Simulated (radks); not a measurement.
Results of a calculation; reference values are marked as such.
Gd23+, configuration [Kr] 4d5.

Code: a radial shooting solver on a logarithmic mesh with Libxc functionals. Model: scalar-relativistic Kohn-Sham, BLYP, spin-polarised, spherical densities, finite nucleus; open shells are filled with parallel spins first (spin-orbit coupling, left out, can overturn this in heavy ions); Fermi nuclear charge, rms radius 5.1569 fm.

Energy parts (hartree):
total: -11043.6514
kinetic: 11874.8180
electron-nucleus: -25878.1439
Hartree: 3183.7244
exchange-correlation: -224.0499

Orbitals (lengths in bohr, moments of r in powers of bohr; <r^-3> diverges for s and p1/2; r(max) is where P^2 peaks):
orbital,occ.,eigenvalue (hartree),<1/r>,<r^-3>,r(max)
1s up,1,-1866.423,71.64,-,0.01392
1s down,1,-1866.421,71.64,-,0.01392
2s up,1,-329.3622,16.62,-,0.07901
2s down,1,-329.2212,16.62,-,0.07900
2p up,3,-295.9235,15.52,11430,0.06394
2p down,3,-295.8115,15.52,11430,0.06393
3s up,1,-92.18318,6.129,-,0.2238
3s down,1,-92.11360,6.131,-,0.2238
3p up,3,-81.82549,5.767,2426,0.2194
3p down,3,-81.74771,5.768,2426,0.2195
3d up,5,-68.26232,5.475,328.0,0.1792
3d down,5,-68.14435,5.474,327.7,0.1794
4s up,1,-36.23805,2.766,-,0.4993
4s down,1,-35.85737,2.765,-,0.4989
4p up,3,-32.56247,2.596,655.4,0.5151
4p down,3,-32.18619,2.592,653.6,0.5149
4d up,5,-27.54039,2.399,82.45,0.5192
4d down,0,-27.17031,2.395,82.28,0.5191

The highest occupied level is 4d up at -749.41 eV. Spin moment in Bohr magnetons: 5. The density falls to 0.001 e/bohr^3 at r = 1.42 bohr. The spin density at the nucleus is -17.32 e/bohr^3 (1s -1.49, 2s -15.43, 3s -1.55, 4s 1.15). For comparison, the ionisation energy in NIST's Atomic Spectra Database is 761 eV (theoretical). In exact Kohn-Sham theory the highest level is minus the ionisation energy, but local and semilocal functionals leave it too shallow, through self-interaction and a potential that decays too fast; potentials with the right tail come closer. The electron density at the nucleus is 6.586e+05 e/bohr^3 (large components only). Summed over all electrons, <r^2> = 5.478 bohr^2, which gives a Langevin (diamagnetic) susceptibility term of -4.34 x 10^-6 cm^3/mol.
